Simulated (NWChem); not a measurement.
Species: BNH2BrF; SMILES NB(Br)F

```xyz
6

B     -0.0072     0.9478     0.0000
F     -1.1681     1.5916     0.0000
Br    -0.0324    -0.9831     0.0000
N      1.1948     1.6432     0.0000
H      2.0952     1.1863     0.0000
H      1.2230     2.6549     0.0000
```
Atoms are numbered in this order, from 1.

All runs: NWChem. Pople sets run with spherical d functions. Structure relaxed at the PBE0/def2-SVP level. Level MN15/6-31G*: energy and gradient on several grids; changes count from the extra-fine grid, which is no exact limit either.

```
grid     size of the energy change (μHa)  largest change of a gradient component (μHa/bohr)
-------  -------------------------------  -------------------------------------------------
xcoarse                            20000                                               1000
coarse                               100                                                200
medium                              < 10                                                 40
fine                                < 10                                               < 30
xfine                               < 10                                               < 30
```
